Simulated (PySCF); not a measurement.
Species: C₅HNO₃.
Structure used (GFN2-xTB), in Å, numbered top down from 1:
```
atom  x, y, z in Å
N1     3.1381   -0.6051   -0.0780
C2     2.0157   -0.3809   -0.0508
C3     0.6364   -0.1135   -0.0170
C4    -0.3967   -0.9612    0.0718
C5    -1.6492   -0.1585    0.0662
O6    -2.7779   -0.5202    0.1290
O7    -1.2828    1.1657   -0.0285
C8     0.0742    1.2890   -0.0841
O9     0.6481    2.3223   -0.1691
H10   -0.3970   -2.0330    0.1378
```

The calculation used PySCF, TDDFT CAM-B3LYP/def2-SVPD, vertical, gas phase, core orbitals frozen in the response.

```tsv
state	E (eV)	E (kJ/mol)	λ (nm)	f	|μ| (D)	symmetry	main configurations (H = HOMO, L = LUMO)
S1	3.97	383	312.5	0.0001	0.08	–	H→L (93%)
S2	4.57	441	271.5	0.0000	0.02	–	H-2→L (91%)
S3	5.21	503	238.0	0.178	3.00	A′	H-1→L (81%), H-3→L (14%)
S4	5.80	560	213.6	0.0000	0.01	–	H-4→L (84%)
S5	6.04	583	205.3	0.258	3.36	A′	H-3→L (81%), H-1→L (14%)
S6	6.90	666	179.7	0.0048	0.43	A″	H-5→L (86%)
S7	7.17	692	172.9	0.0005	0.14	–	H→L+1 (38%), H-7→L (23%), H-2→L+1 (8%)
S8	7.18	692	172.8	0.035	1.13	A′	H-6→L (74%)
```

Triplets, Tamm–Dancoff:

```json
{"state": "T1", "E (eV)": "3.16", "λ (nm)": "392.5", "main configurations (H = HOMO, L = LUMO)": "H-1→L (91%)"}
{"state": "T2", "E (eV)": "3.55", "λ (nm)": "349.0", "main configurations (H = HOMO, L = LUMO)": "H→L (89%)"}
{"state": "T3", "E (eV)": "4.17", "λ (nm)": "297.3", "main configurations (H = HOMO, L = LUMO)": "H-2→L (85%)"}
```

The lowest singlet comes at 312 nm (383 kJ/mol) in the ultraviolet; it is dark (f under 0.0005); its leading configuration is HOMO→LUMO (93%). The most intense listed level is S5 at 6.04 eV (205 nm, f = 0.258), 2.07 eV above S1. S7/S8 lie within about 0.01 eV of each other. Löwdin shares by element: HOMO oxygen 79%, carbon 6% or more; LUMO carbon 53% or more, oxygen 13% or more (atoms not listed hold the other 34%). Weighted by f, the mean energy of these states is 5.82 eV. The listed states span 3.21 eV, and the widest gap between neighbours is 0.86 eV (S5 to S6). Orbital energies (eV): HOMO-3 -12.18, HOMO-2 -11.65, HOMO-1 -11.16, HOMO -11.00, LUMO -3.21, LUMO+1 0.30, LUMO+2 0.50. Symmetry labels in Cs follow from the direction of the transition dipole and are given only for states with f of 0.002 or more. Only the lowest 8 singlets were computed, as vertical energies without vibronic structure.
